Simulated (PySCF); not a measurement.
**Ge: ionisation energy**

Ge [Ar] 3d10 4s2 4p2 (3P) → Ge⁺ [Ar] 3d10 4s2 4p1 (2P), as a difference of total energies. Computed with PySCF 2.14 in aug-cc-pVDZ-DK (6s5p3d, 36 functions), with scalar relativity by spin-free X2C-1e. Correlated levels: valence: [Ar] 3d10 frozen. The calculations carry no spin-orbit coupling.

```json
{"method": "UHF", "ionisation energy (eV)": "7.413"}
{"method": "TPSS", "ionisation energy (eV)": "7.904"}
{"method": "r2SCAN", "ionisation energy (eV)": "8.064"}
{"method": "MP2 (valence)", "ionisation energy (eV)": "7.679"}
{"method": "SCS-MP2 (valence)", "ionisation energy (eV)": "7.609"}
{"method": "CCSD (valence)", "ionisation energy (eV)": "7.707"}
{"method": "CCSD(T) (valence)", "ionisation energy (eV)": "7.719"}
```

Q: How much does correlation contribute at CCSD(T) (valence)?

A: 7.719 − (7.413) = 0.306 eV, measured against UHF.

Errors of the correlated levels include the incompleteness of this basis and the frozen core.

For comparison: 7.925 eV (measured; NIST levels, between the centres of gravity of the two terms).
